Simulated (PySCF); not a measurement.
## Trend along the halogens: MAl molecules

PBE0 with triple-zeta basis sets in PySCF, for the lowest determinant that a PBE0 search found; no spin–orbit coupling. De refers to high-spin ground-configuration atoms. A positive dipole means M(−)Al(+).

| M | basis | state (unpaired electrons) | Re (Å) | ωe (cm⁻¹) | De (eV) | μ (D) |
| --- | --- | --- | --- | --- | --- | --- |
| F | def2-TZVPP | singlet (closed shell) | 1.664 | 785 | 6.76 | 1.39 |
| Cl | def2-TZVPP | singlet (closed shell) | 2.146 | 474 | 5.16 | 1.50 |
| I | def2-TZVPP | singlet (closed shell) | 2.552 | 313 | 3.94 | 1.77 |

**Question.** The row for M = Br is missing. Estimate Re, ωe and De as the mean of the rows for Cl and I, and compare with the calculation.

**Answer.** The means are 2.349 Å, 394 cm⁻¹ and 4.55 eV. PBE0 in def2-TZVPP gives AlBr as a singlet (closed shell) with Re = 2.318 Å, ωe = 371 cm⁻¹, De = 4.61 eV, so the estimate is off by +3.1 pm, +6 % and -0.06 eV.

Spin–orbit coupling is left out, which matters for elements this heavy, above all for dissociation energies.
